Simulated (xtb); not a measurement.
Input for xtb: GFN1-xTB on AuH, 2S+1 = 1, a spin state set in the input, which need not be the lowest, a point of a bond scan (R = 1.501 Å).

```
$ xtb mol.xyz --gfn 1 --sp --chrg 0 --uhf 0
2

Au     0.00000000     0.00000000     0.00000000
H      0.00000000     0.00000000     1.50127800
```

Output:

```
[...]
           -------------------------------------------------
          |                Calculation Setup                |
           -------------------------------------------------



           -------------------------------------------------
          |                 G F N 1 - x T B                 |
           -------------------------------------------------

        Reference                      10.1021/acs.jctc.7b00118
      * Hamiltonian:
        H0-scaling (s, p, d)           1.850000    2.250000    2.000000
        zeta-weighting                 0.000000
      * Dispersion:
        s8                             2.400000
        a1                             0.630000
        a2                             5.000000
        s9                             0.000000
      * Repulsion:
        kExp                           1.500000
        rExp                           1.000000
      * Coulomb:
        alpha                          2.000000
        third order                    atomic
        anisotropic                    false
      * Halogen bond correction:
        rad-scale                      1.300000
        damping                        0.440000


          ...................................................
          :                      SETUP                      :
          :.................................................:
          :  # basis functions                  12          :
          :  # atomic orbitals                  11          :
          :  # shells                            5          :
          :  # electrons                        12          :
          :  # halogen bonds                     0          :
          :  max. iterations                   250          :
          :  Hamiltonian                  GFN1-xTB          :
          :  restarted?                      false          :
          :  GBSA solvation                  false          :
          :  PC potential                    false          :
          :  electronic temp.          300.0000000     K    :
          :  accuracy                    1.0000000          :
          :  -> integral cutoff          0.2500000E+02      :
          :  -> integral neglect         0.1000000E-07      :
          :  -> SCF convergence          0.1000000E-05 Eh   :
          :  -> wf. convergence          0.2000000E-04 e    :
          :  Broyden damping             0.4000000          :
          :  net charge                          0          :
          :  unpaired electrons                  0          :
          ...................................................

 iter      E             dE          RMSdq      gap      omega  full diag
   1     -4.3933575 -0.439336E+01  0.129E+01    3.67       0.0  T
   2     -4.4567716 -0.634141E-01  0.504E+00    2.85       1.0  T
   3     -4.4572269 -0.455223E-03  0.182E+00    2.75       1.0  T
   4     -4.4573244 -0.975373E-04  0.671E-02    2.72       1.1  T
   5     -4.4573296 -0.517156E-05  0.566E-02    2.71       1.2  T
   6     -4.4573308 -0.126294E-05  0.190E-02    2.71       3.7  T
   7     -4.4573310 -0.180745E-06  0.106E-04    2.71     667.3  T
   8     -4.4573310 -0.480505E-11  0.232E-05    2.71    3049.0  T

   *** convergence criteria satisfied after 8 iterations ***

         #    Occupation            Energy/Eh            Energy/eV
      -------------------------------------------------------------
         1        2.0000           -0.4974925             -13.5375
         2        2.0000           -0.4469120             -12.1611
         3        2.0000           -0.4469120             -12.1611
         4        2.0000           -0.4469120             -12.1611
         5        2.0000           -0.4469120             -12.1611
         6        2.0000           -0.4197438             -11.4218 (HOMO)
         7                         -0.3200654              -8.7094 (LUMO)
         8                         -0.2422428              -6.5918
         9                         -0.2422428              -6.5918
        10                         -0.0563840              -1.5343
        11                          0.3530896               9.6081
      -------------------------------------------------------------
                  HL-Gap            0.0996784 Eh            2.7124 eV
             Fermi-level           -0.3699046 Eh          -10.0656 eV

 SCC (total)                   0 d,  0 h,  0 min,  0.002 sec
 SCC setup                      ...        0 min,  0.000 sec (  6.035%)
 Dispersion                     ...        0 min,  0.000 sec (  2.650%)
 classical contributions        ...        0 min,  0.000 sec (  1.280%)
 integral evaluation            ...        0 min,  0.000 sec ( 23.343%)
 iterations                     ...        0 min,  0.001 sec ( 48.059%)
 molecular gradient             ...        0 min,  0.000 sec ( 10.643%)
 printout                       ...        0 min,  0.000 sec (  7.506%)

         :::::::::::::::::::::::::::::::::::::::::::::::::::::
         ::                     SUMMARY                     ::
         :::::::::::::::::::::::::::::::::::::::::::::::::::::
         :: total energy              -4.447828959954 Eh    ::
         :: gradient norm              0.002959798134 Eh/a0 ::
         :: HOMO-LUMO gap              2.712387507527 eV    ::
         ::.................................................::
         :: SCC energy                -4.457331013651 Eh    ::
         :: -> electrostatic           0.034275385248 Eh    ::
         :: repulsion energy           0.009652428520 Eh    ::
         :: dispersion energy         -0.000150374823 Eh    ::
         :: halogen bond corr.         0.000000000000 Eh    ::
         :: add. restraining           0.000000000000 Eh    ::
         :: total charge              -0.000000000000 e     ::
         :::::::::::::::::::::::::::::::::::::::::::::::::::::

           -------------------------------------------------
          |                Property Printout                |
           -------------------------------------------------

    * Orbital Energies and Occupations

         #    Occupation            Energy/Eh            Energy/eV
      -------------------------------------------------------------
         1        2.0000           -0.4974925             -13.5375
         2        2.0000           -0.4469120             -12.1611
         3        2.0000           -0.4469120             -12.1611
         4        2.0000           -0.4469120             -12.1611
         5        2.0000           -0.4469120             -12.1611
         6        2.0000           -0.4197438             -11.4218 (HOMO)
         7                         -0.3200654              -8.7094 (LUMO)
         8                         -0.2422428              -6.5918
         9                         -0.2422428              -6.5918
        10                         -0.0563840              -1.5343
        11                          0.3530896               9.6081
      -------------------------------------------------------------
                  HL-Gap            0.0996784 Eh            2.7124 eV
             Fermi-level           -0.3699046 Eh          -10.0656 eV

  Mulliken/CM5 charges         n(s)   n(p)   n(d)
     1Au    0.12463  0.11712   0.954  0.144  9.778
     2H    -0.12463 -0.11712   1.125  0.000  0.000

Wiberg/Mayer (AO) data.
largest (>0.10) Wiberg bond orders for each atom

 ---------------------------------------------------------------------------
     #   Z sym  total        # sym  WBO       # sym  WBO       # sym  WBO
 ---------------------------------------------------------------------------
     1  79 Au   1.040 --     2 H    1.040
     2   1 H    1.040 --     1 Au   1.040
 ---------------------------------------------------------------------------
Note: The following floating-point exceptions are signalling: IEEE_DENORMAL
normal termination of xtb

Topologies differ in total number of bonds
Writing topology from bond orders to xtbtopo.mol

 dipole moment from electron density (au)
     X       Y       Z
   0.0000  -0.0000  -1.5882  total (Debye):    4.037


           -------------------------------------------------
          | TOTAL ENERGY               -4.447828959954 Eh   |
          | GRADIENT NORM               0.002959798134 Eh/α |
          | HOMO-LUMO GAP               2.712387507527 eV   |
           -------------------------------------------------

------------------------------------------------------------------------
------------------------------------------------------------------------
 total:
 SCF:
```

The run finished.

Cost: about 0.04 core-seconds (a rough figure).
